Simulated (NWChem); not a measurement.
System: HfF4; SMILES [F][Hf]([F])([F])[F]

All runs: NWChem. Geometry: optimised at PBE0/def2-SVP. Not confirmed as a minimum by frequencies. def2 effective core potentials on Hf; no spin-orbit coupling. Total energies compare along this basis series because the functional is fixed.

```
level             basis functions  energy (Ha)  highest occupied level (eV)  orbital gap (eV)
----------------  ---------------  -----------  ---------------------------  ----------------
B3LYP/def2-SVP                 88    -447.4374                       -11.66             10.44
B3LYP/def2-SVPD               127    -447.4719                       -12.02             10.67
B3LYP/def2-TZVP               164    -447.9453                       -11.86             10.56
B3LYP/def2-TZVPP              180    -447.9527                       -11.86             10.56
```
